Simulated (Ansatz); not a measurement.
Calculated with Ansatz (gas phase, PBE0-D4/def2-TZVP geometries, no zero-point term in ΔE). CBS: MP2 limit from def2 TZ/QZ plus the TZ coupled-cluster correction, frozen cores. Double bonds are as drawn, so ΔE can hold a change between cis and trans. Functionals use def2-TZVPP. B3LYP here is the variant with VWN-RPA as its local correlation; programs differ in this. For Ge outer-core shells are correlated without core-valence functions, which leaves a few kJ/mol of doubt a bond. Scalar relativity is left out up to krypton.

Reaction (formal exchange of groups at the Al–Ge bond): `[AlH2][GeH3]` + `F/C=C/F` → `F/C=[C](\F)[AlH2]` + GeH₄

`[AlH2][GeH3]`:

```xyz
7

Al   -0.757   -0.732    0.977
Ge    0.538    0.516   -0.727
H    -0.131   -2.012    1.679
H    -2.208   -0.245    1.397
H    -0.354    1.241   -1.754
H     1.398    1.607   -0.053
H     1.513   -0.376   -1.519
```

`F/C=C/F`:

Cartesian coordinates in Å:
```
F -1.272 -0.927 0.793
C -0.514 0.099 0.402
C 0.514 -0.099 -0.402
F 1.272 0.927 -0.793
H -0.817 1.061 0.794
H 0.817 -1.061 -0.794
```

`F/C=[C](\F)[AlH2]`:

Z-matrix (Å, degrees):
```
C
C 1 1.334
F 1 1.328 2 123.9
H 1 1.084 2 122.3 3 -180.0
Al 2 1.948 1 120.0 3 -180.0
F 2 1.351 1 118.0 3 -0.0
H 5 1.583 2 115.1 1 -0.0
H 5 1.579 2 120.6 1 180.0
```

GeH₄:

Z-matrix (Å, degrees):
```
Ge
H 1 1.534
H 1 1.534 2 109.5
H 1 1.534 2 109.5 3 -120.0
H 1 1.534 2 109.5 3 120.0
```

```tsv
level	ΔE (kcal/mol)
PBE0	2.2
B3LYP	0.7
r2SCANh	0.4
CCSD/def2-TZVPP	1.2
```

Question: What does CCSD(T)/CBS give? (An estimate is asked.)

Answer: Ansatz gave: +0.7 kcal/mol. The listed levels differ from it by 1.5, 0.0, -0.3, 0.5 kcal/mol.

Largest T1 diagnostic among the species: 0.013.

From r2SCAN to r2SCAN0 (25 % exact exchange), in def2-TZVPP and without D4, ΔE moves by +0.9 kcal/mol. Leaving LDA and LC-ωPBE aside and taking each functional with its dispersion term where it has one, the values, not all of them listed here, spread over 4.0 kcal/mol, from B97M-V to HSE06-D4.
